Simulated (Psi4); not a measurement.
Psi4 input (wB97X-D/6-311+G**):

```
memory 1500 MB

molecule {
0 1
Cl   -0.19477400    0.86765600   -1.55739100
C    -0.30337200    0.04547400    0.05466500
Cl   -2.01233100    0.15812500    0.63518100
C     0.73382400    0.67083700    1.00756800
Si    1.92085500   -0.70793600    0.45160100
C     0.22824400   -1.39471200   -0.07996500
H     0.42505600    0.49964000    2.03995700
H     0.91577800    1.72947700    0.85657500
H     2.63238300   -1.44472500    1.52020300
H     2.85718900   -0.36408500   -0.63676400
H    -0.18918200   -2.00983200    0.71869500
H     0.03541800   -1.86723500   -1.03713000
symmetry c1
no_reorient
no_com
}

set {
  basis 6-311+G**
  reference rks
  scf_type df
  df_basis_scf def2-universal-jkfit
  dft_radial_points 99
  dft_spherical_points 590
  e_convergence 1e-8
  d_convergence 1e-7
  maxiter 150
}

e = energy('wb97x-d')
print_out(f'\nFINAL {e:.10f} DIPOLE {variable("CURRENT DIPOLE")[0]:.6f} {variable("CURRENT DIPOLE")[1]:.6f} {variable("CURRENT DIPOLE")[2]:.6f}\n')
```

From the output:

```
     109A      1.008010   110A      1.045717   111A      1.076195
     112A      1.092952   113A      1.122863   114A      1.154805
     115A      1.161221   116A      1.225999   117A      1.263785
     118A      1.311189   119A      1.358607   120A      1.364088
     121A      1.414756   122A      1.445427   123A      1.494283
     124A      1.518014   125A      1.533074   126A      1.542052
     127A      1.571762   128A      1.612152   129A      1.626687
     130A      1.648918   131A      1.692371   132A      1.717799
     133A      1.732057   134A      1.753175   135A      1.769331
     136A      1.805151   137A      1.837946   138A      1.839095
     139A      1.891525   140A      1.931246   141A      2.021986
     142A      2.050695   143A      2.173803   144A      2.190359
     145A      2.213010   146A      2.232910   147A      2.233210
     148A      2.292690   149A      2.375596   150A      2.415561
     151A      2.429715   152A      2.430699   153A      2.438396
     154A      2.551587   155A      2.568388   156A      2.620373
     157A      2.633885   158A      2.654182   159A      2.704925
     160A      2.731302   161A      2.760113   162A      2.778139
     163A      2.832017   164A      2.860295   165A      2.861404
     166A      2.993484   167A      3.178397   168A      3.180076
     169A      3.259887   170A      3.293658   171A      3.823039
     172A      3.833769   173A      3.950741   174A      4.128766
     175A      5.830438   176A      9.872823   177A      9.879056
     178A     11.512625   179A     11.571965   180A     11.668030
     181A     23.700075   182A     23.985034   183A     23.986001
     184A     26.007801   185A     26.030720   186A     26.051743
     187A     26.112587   188A     26.602789   189A     26.703779
     190A    141.351338   191A    215.950435   192A    215.966378

    Final Occupation by Irrep:
              A
    DOCC [    36 ]
    NA   [    36 ]
    NB   [    36 ]

  @DF-RKS Final Energy: -1327.82075325134838

   => Energetics <=

    Nuclear Repulsion Energy =            440.0347463339522847
    One-Electron Energy =               -2706.3777944928065153
    Two-Electron Energy =                1007.6688202775014815
    DFT Exchange-Correlation Energy =     -69.1406801406423597
    Empirical Dispersion Energy =          -0.0058452293531189
    VV10 Nonlocal Energy =                  0.0000000000000000
    Total Energy =                      -1327.8207532513483784

Computation Completed

Properties will be evaluated at   0.000000,   0.000000,   0.000000 [a0]

Properties computed using the SCF density matrix

 Multipole Moments:

 ------------------------------------------------------------------------------------
     Multipole            Electronic (a.u.)      Nuclear  (a.u.)        Total (a.u.)
 ------------------------------------------------------------------------------------

 L = 1.  Multiply by 2.5417464519 to convert [e a0] to [Debye]
 Dipole X            :          0.8225454            0.0000057            0.8225511
 Dipole Y            :         -0.4530807            0.0000132           -0.4530675
 Dipole Z            :          0.4781390           -0.0000227            0.4781164
 Magnitude           :                                                    1.0537816

 ------------------------------------------------------------------------------------

FINAL -1327.8207532513 DIPOLE 0.822551 -0.453067 0.478116

*** Psi4 exiting successfully. Buy a developer a beer!
```

The geometry given is a B3LYP-D3(BJ)/def2-TZVP minimum.
